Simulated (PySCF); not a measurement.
Gas-phase reaction: HfO2 + 4 F ⇌ HfF4 + 2 O, at 1400 K and a standard pressure of 1 bar. Level: PBE0/def2-QZVP†.

Method: PySCF energies plus ideal-gas RRHO corrections (1 bar). † marks an energy on the PBE0/def2-TZVP geometry and frequencies. Open shells (unrestricted): F (multiplicity 2, electronic degeneracy 6), O (multiplicity 3, electronic degeneracy 9); the rest are closed-shell singlets. Spin-orbit splitting is ignored; it lowers the true energy and changes the entropy of F, O. Hf: scalar-relativistic def2 core potential, no spin-orbit coupling. The harmonic model lacks anharmonicity and excited electronic states, which grow with temperature; levels with a mode under 35 cm⁻¹ are left out.

```
species      E (Ha)  H(1400 K) − E (kJ/mol)  S°(1400 K) (J/mol/K)
-------  ----------  ----------------------  --------------------
HfO2     -198.38853                    83.2                 357.1
F         -99.68127                    29.1                 192.6
HfF4     -447.55941                   153.2                 483.9
O         -75.02239                    29.1                 193.9
```
E: electronic energy; H − E holds the zero-point and thermal terms. 1 Ha = 2625.5 kJ/mol.

Q: Work out ΔH°, ΔS°, ΔG° and log10 K from these numbers.

A: 1. ΔE = 1×(-447.55941) + 2×(-75.02239) − 1×(-198.38853) − 4×(-99.68127) = -0.49058 Ha = -1288.0 kJ.
2. Δ(H − E) = 1×(153.2) + 2×(29.1) − 1×(83.2) − 4×(29.1) = 11.8 kJ, so ΔH° = -1276.2 kJ.
3. ΔS° = 1×(483.9) + 2×(193.9) − 1×(357.1) − 4×(192.6) = -255.8 J/K; the number of gas molecules changes by -2.
4. ΔG° = ΔH° − TΔS° = -1276.2 − 1400×(-255.8)/1000 = -918.1 kJ.
5. log10 K = −ΔG°/(RT ln 10) = 34.26, with RT ln 10 = 26.80 kJ/mol; at standard pressures the products are favoured.
6. A shift of 10 kJ in ΔE would move log10 K by 0.37 here.
For scale, ΔH°(298 K) is -1284 kJ at this level, -1315 kJ at ωB97M-V/def2-TZVP†, and runs from -1374 to -729 kJ over the 18 levels computed.
